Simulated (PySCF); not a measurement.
## SMILES C=CCOC1(CO)CC1, C7H12O2

Molfile (atoms numbered from 1):
```
C7H12O2
     RDKit          3D

 21 21  0  0  0  0  0  0  0  0999 V2000
    3.5072    0.2211    0.9215 C   0  0  0  0  0  0  0  0  0  0  0  0
    2.2481    0.0381    1.2688 C   0  0  0  0  0  0  0  0  0  0  0  0
    1.1681   -0.4014    0.3310 C   0  0  0  0  0  0  0  0  0  0  0  0
    0.0012    0.3593    0.6091 O   0  0  0  0  0  0  0  0  0  0  0  0
   -1.1320    0.0159   -0.1408 C   0  0  0  0  0  0  0  0  0  0  0  0
   -1.1228    0.6314   -1.5319 C   0  0  0  0  0  0  0  0  0  0  0  0
   -0.9270    2.0219   -1.4661 O   0  0  0  0  0  0  0  0  0  0  0  0
   -1.7941   -1.3141    0.0833 C   0  0  0  0  0  0  0  0  0  0  0  0
   -2.4200   -0.0597    0.6233 C   0  0  0  0  0  0  0  0  0  0  0  0
    3.8475    0.0670   -0.0896 H   0  0  0  0  0  0  0  0  0  0  0  0
    4.2540    0.5206    1.6361 H   0  0  0  0  0  0  0  0  0  0  0  0
    1.9135    0.2037    2.2828 H   0  0  0  0  0  0  0  0  0  0  0  0
    1.4859   -0.2699   -0.7122 H   0  0  0  0  0  0  0  0  0  0  0  0
    0.9575   -1.4715    0.4904 H   0  0  0  0  0  0  0  0  0  0  0  0
   -0.3272    0.1670   -2.1390 H   0  0  0  0  0  0  0  0  0  0  0  0
   -2.0783    0.4632   -2.0326 H   0  0  0  0  0  0  0  0  0  0  0  0
   -0.3133    2.1888   -0.7376 H   0  0  0  0  0  0  0  0  0  0  0  0
   -1.3463   -1.9925    0.7937 H   0  0  0  0  0  0  0  0  0  0  0  0
   -2.2500   -1.8025   -0.7640 H   0  0  0  0  0  0  0  0  0  0  0  0
   -3.3117    0.3257    0.1549 H   0  0  0  0  0  0  0  0  0  0  0  0
   -2.3692    0.1048    1.6880 H   0  0  0  0  0  0  0  0  0  0  0  0
  1  2  2  0
  2  3  1  0
  3  4  1  0
  4  5  1  0
  5  6  1  0
  6  7  1  0
  5  8  1  0
  8  9  1  0
  9  5  1  0
  1 10  1  0
  1 11  1  0
  2 12  1  0
  3 13  1  0
  3 14  1  0
  6 15  1  0
  6 16  1  0
  7 17  1  0
  8 18  1  0
  8 19  1  0
  9 20  1  0
  9 21  1  0
M  END
```

Method: PySCF, GIAO PBE0/pcSseg-1 magnetisability, rotational g tensor and spin-rotation constants, non-relativistic, gas phase. Geometry: GFN2-xTB.

(1) How diamagnetic is it, and how anisotropic?

(2) Split it along the inertial axes a, b, c into diamagnetic and paramagnetic parts about the centre of mass, with the quadrupole moment.

(3) And the rotational g tensor?

Answers

(1) Isotropic -1472 × 10⁻³⁰ J/T², or -88.7 × 10⁻⁶ cm³/mol; principal values -1568, -1495, -1353 × 10⁻³⁰ J/T², anisotropy 190 × 10⁻³⁰ J/T² (root of half the summed squared differences of the principal values). The susceptibility is in cgs units.

(2) 
```csv
axis,χ (10⁻⁶ cm³/mol),diamagnetic (10⁻⁶ cm³/mol),paramagnetic (10⁻⁶ cm³/mol),summed x² of all electrons (Å²),quadrupole Θ (D Å)
a,-91.3,-589.0,497.6,287.0,+4.88
b,-88.1,-1380.2,1292.1,100.5,-7.06
c,-86.6,-1643.6,1557.0,38.4,+2.19
```
Anisotropies 2χaa − χbb − χcc = -8.1 and 2χbb − χaa − χcc = +1.8 × 10⁻⁶ cm³/mol. Θ is traceless in Buckingham's convention.

(3) 
| axis | rotational constant (GHz) | g | nuclear part | electronic part |
| --- | --- | --- | --- | --- |
| a | 2.6035 | -0.0125 | 0.5962 | -0.6086 |
| b | 0.9678 | -0.0029 | 0.5846 | -0.5875 |
| c | 0.7930 | -0.0050 | 0.5751 | -0.5801 |

Asymmetric top; isotopes 12C, 1H, 16O; no vibrational averaging.
